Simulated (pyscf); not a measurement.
## S=Bi–Cl, singlet

Gas-phase minimum from PySCF at ωB97X-D3(BJ)/def2-SVP, one conformer. 

```
Bi
S 1 2.2774
Cl 1 2.4681 2 104.90
```

Properties at ωB97X-D3(BJ)/def2-SVP:

```
Item                                                                                                                               Result
---------------------------------------------------------------------------------------------------------------------  ------------------
Harmonic wavenumbers, unscaled                                                                                         127, 343, 492 cm⁻¹
Zero-point energy                                                                                                            1.4 kcal/mol
Rotational symmetry number                                                                                                              1
Entropy of this conformer at 298 K and 1 atm, rigid rotor and harmonic oscillator, modes under 100 cm⁻¹ raised to 100     314.2 J/(mol K)
Dipole moment                                                                                                                      4.18 D
```

Single-point totals, which compare only within one level (frozen core for MP2 and CC):

```tsv
level	total energy (hartree)
ωB97X-D3(BJ)/def2-TZVP	-1073.19511
PBE/def2-TZVP	-1072.79837
r²SCAN/def2-TZVP	-1073.16376
B3LYP-D3(BJ)/def2-TZVP	-1073.23146
PBE0-D3(BJ)/def2-TZVP	-1072.83251
M06-2X/def2-TZVP	-1072.94488
ωB97M-D3(BJ)/def2-TZVP	-1073.22513
HF/def2-TZVPP	-1070.66426
MP2/def2-TZVPP	-1071.45265
CCSD/def2-TZVPP	-1071.44200
CCSD(T)/def2-TZVPP	-1071.47678
```

The CCSD(T) − MP2 part came from Ansatz, without density fitting, on the same reference. The frozen core leaves the outer d or s,p core shells of the metals and heavy elements correlated in the MP2 and CC values, and def2-TZVPP describes them poorly, so these totals are far from the basis limit. Elements past Kr carry the def2 core potentials, without spin-orbit coupling.
